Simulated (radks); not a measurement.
Task: The silicon ion Si4+, 10 electrons, occupied as 2s2 2p6 3s2 (not the ground configuration). Calculated with a radial shooting solver on a logarithmic mesh with Libxc functionals: Dirac Kohn-Sham, AM05, spin-unpolarised, spherical densities, finite nucleus; Fermi nuclear charge, rms radius 3.1224 fm. Some entries of the table are withheld. Estimate them.

orbital,occ.,eigenvalue (hartree),<1/r> (bohr^-1),<r> (bohr)
2s1/2,2,-9.22179,(1),(2)
2p1/2,2,-7.99673,2.937,0.4429
2p3/2,4,-7.95648,2.920,0.4448
3s1/2,2,-2.33135,0.9155,1.522

Result: 
(1) 2s1/2 <1/r> (bohr^-1): 2.914
(2) 2s1/2 <r> (bohr): 0.5069
